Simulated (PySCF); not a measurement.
**A small calculation by hand: chemical shift, span and skew from a shielding tensor**

C3H5N2, SMILES c1c[nH+]c[nH]1, charge +1. Atoms are numbered in the order given.

```xyz
10

C      0.0000     0.6843     0.9759
C      0.0000    -0.6843     0.9759
N      0.0000    -1.0735    -0.3469
C      0.0000     0.0000    -1.1422
N      0.0000     1.0735    -0.3469
H      0.0000     1.3991     1.7959
H      0.0000    -1.3991     1.7959
H      0.0000    -2.0370    -0.6804
H      0.0000     0.0000    -2.2312
H      0.0000     2.0370    -0.6804
```
Charge +1, spin multiplicity 1.

Coordinates come from a r2SCAN-D4/def2-SVP optimisation. The isomer is the one that the SMILES or the coordinates give; other isomers of the formula were not compared.

GIAO shieldings from PySCF with B3LYP/pcSseg-1, non-relativistic, no solvent. The symmetric part of the tensor of C4 has the principal values -13.4, 9.3, 128.5 ppm. The same nucleus in TMS has σ = 181.3 ppm at this level (PySCF, at its B3LYP-D3(BJ)/def2-TZVP geometry).

Question: Work out the isotropic shielding, the ¹³C shift against TMS, the span and the skew.

Answer: 
σ(iso) = (σ11 + σ22 + σ33)/3 = 41.5 ppm. δ = σ(ref) − σ(iso) = 181.3 − (41.5) = 139.8 ppm.
Span Ω = σ33 − σ11 = 141.9 ppm. Skew κ = 3(σ(iso) − σ22)/Ω = 0.68. Tumbling in solution averages the tensor to δ; in a static solid the shielding alone would spread this spin-1/2 line over Ω.
